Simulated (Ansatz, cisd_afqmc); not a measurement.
System: Br, charge 1, triplet.

Total energies in aug-cc-pVDZ, 6 correlated electrons, 14 frozen orbitals. Open shells are spin-unrestricted; no spin-orbit coupling. Correlated methods leave the cores frozen (noble-gas shells, and filled d and f shells in the p block). No relativity. AFQMC/CISD: phaseless, guided by CISD from CCSD amplitudes; bars are statistical, one sigma. Outlying blocks are dropped, and bars are widened where a walk drifts. Over all cases where full CI ran beside it in this data, AFQMC minus full CI had a median of +0.1 mEh and passed +0.4 mEh in a tenth of the cases. Spin-orbit terms, left out, reach several kcal/mol for Br and I, and more for heavier atoms.

```tsv
method	program	energy (Eh)	minus CCSDTQ (mEh)
HF	Ansatz	-2571.97294	91.97
MP2	Ansatz	-2572.04741	17.50
CCSD	Ansatz	-2572.06342	1.49
CCSD(T)	Ansatz	-2572.06457	0.34
CCSDT(Q)	Ansatz	-2572.06489	0.02
CCSDTQ	Ansatz	-2572.06491	0.00
AFQMC/CISD	cisd_afqmc	-2572.0648 ± 0.0002	0.1 ± 0.2
```

Ansatz is a first-principles code.
